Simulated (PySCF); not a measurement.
H₂Cl₂Si (SMILES Cl[SiH2]Cl), singlet, at a GFN2-xTB geometry. Base run: M06/STO-3G (PySCF).

Input for PySCF:
```python
from pyscf import gto, scf, dft

mol = gto.M(
    atom='''
Si   -0.02936543   -0.75380550    0.03346055
Cl    1.65605635    0.34030246    0.02683298
Cl   -1.62471822    0.46414191   -0.06254134
H    -0.09164621   -1.50633088    1.27695919
H    -0.02998600   -1.61594636   -1.13836493
''',
    basis='sto-3g',
    verbose=3,
)

mf = dft.RKS(mol)
mf.xc = 'm06'
mf.kernel()
```

Variants of this job, named by their change:

```json
[
 {"change": "base", "ΔE vs base (mEh)": "0.000", "grid points": "76560", "electrons on the grid": "50.00000"},
 {"change": "grids.level = 0", "ΔE vs base (mEh)": "-466.2", "grid points": "6112", "electrons on the grid": "50.01130"},
 {"change": "grids.atom_grid = (50, 194)", "ΔE vs base (mEh)": "-1.071", "grid points": "32400", "electrons on the grid": "49.99995"},
 {"change": "grids.atom_grid = (99, 590)", "ΔE vs base (mEh)": "0.064", "grid points": "156224", "electrons on the grid": "50.00000"},
 {"change": "grids.level = 5", "ΔE vs base (mEh)": "0.059", "grid points": "176728", "electrons on the grid": "50.00000"},
 {"change": "grids.radi_method = delley", "ΔE vs base (mEh)": "0.019", "grid points": "80232", "electrons on the grid": "50.00000"},
 {"change": "grids.level = 2", "ΔE vs base (mEh)": "-0.247", "grid points": "46168", "electrons on the grid": "50.00000"},
 {"change": "grids.radi_method = mura_knowles", "ΔE vs base (mEh)": "0.016", "grid points": "71720", "electrons on the grid": "50.00000"},
 {"change": "grids.atom_grid = (75, 302)", "ΔE vs base (mEh)": "-0.069", "grid points": "70848", "electrons on the grid": "49.99999"},
 {"change": "grids.prune = dft.gen_grid.treutler_prune", "ΔE vs base (mEh)": "0.008", "grid points": "71720", "electrons on the grid": "50.00000"},
 {"change": "grids.level = 7", "ΔE vs base (mEh)": "0.051", "grid points": "357976", "electrons on the grid": "50.00000"}
]
```
